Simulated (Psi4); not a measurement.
CHO3 (SMILES O=C([O-])O), charge -1, singlet, at a GFN2-xTB geometry (a gas-phase anion, which may not be bound at this level), with bond 3-2 at 1.6 times its length. Base run: BLYP/STO-3G (Psi4 1.11).

The Psi4 input:
```
memory 2 GB

molecule mol {
-1 1
  O     1.133934   -0.595474    0.060069
  C    -0.172049    0.046248   -0.010546
  O    -0.084755    2.009795    0.059314
  O    -1.108087   -0.728969   -0.101257
  H     1.765446    0.130336    0.127853
}

set basis sto-3g
set reference rks

energy('blyp')
print_variables()
```

Variants of this job, named by their change:

```
change                        ΔE vs base (mEh)  SCF cycles  grid points  basis functions        outcome
----------------------------  ----------------  ----------  -----------  ---------------  -------------
base                                     0.000          16       106768               21      converged
e_convergence = 1e-10                    0.000          17       106768               21      converged
dft_radial_scheme = multiexp             0.000          16       112855               21      converged
dft_radial_scheme = mura                 0.000          16       108138               21      converged
damping_percentage = 50                      -           -            -               21  not converged
guess = sapgau                           0.000          10       106768               21      converged
scf_type = cd                            1.251          16       106768               21      converged
scf_type = dfdirj+link                   0.000          16       106768               21      converged
guess = core                             0.000          16       106768               21      converged
dft_radial_points = 35                   0.103          16        51094               21      converged
dft_radial_points = 50                  -0.003          16        72505               21      converged
dft_pruning_scheme = robust              0.000          16        73152               21      converged
dft_radial_points = 99                   0.000          16       141000               21      converged
```

A gas-phase anion may not be bound at this level; its values then depend on the basis.
